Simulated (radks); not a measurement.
The numbers below are computed, except where a source is named.
How relativity changes the ionisation of neutral beryllium ([He] 2s2) to Be+ ([He] 2s1). Spin-unpolarised spherical Kohn-Sham, BLYP, point nucleus unless stated (finite: rms radius 2.519 fm), a radial shooting solver on a logarithmic mesh with Libxc functionals. A level marked "c x" has the speed of light scaled by that factor.

level                        E(Be) (hartree)  E(Be+) (hartree)  IE (eV)   HOMO  <r> HOMO (bohr)
non-rel.                           -14.66151         -14.31470    9.437     2s            2.605
scalar-rel.                        -14.66446         -14.31759    9.439     2s            2.605
scalar-rel., finite nucleus        -14.66446         -14.31759    9.439     2s            2.605
Dirac                              -14.66446         -14.31759    9.439  2s1/2            2.605
Dirac, finite nucleus              -14.66446         -14.31759    9.439  2s1/2            2.605
Dirac, c x 0.85                    -14.66559         -14.31870    9.439  2s1/2            2.604
Dirac, c x 1.25                    -14.66339         -14.31655    9.438  2s1/2            2.605
Dirac, c x 5                       -14.66163         -14.31482    9.437  2s1/2            2.605

NIST Atomic Spectra Database: 9.323 eV (measured). The relativistic part of the total energy of Be is -0.002948 hartree (Dirac, finite nucleus), 0.02 % of the non-relativistic value. Spin polarisation and multiplet splitting of open shells are left out at every level.

Beside tabulated values, note that spin-unpolarised runs miss the spin-polarisation part of the exchange energy of open shells.
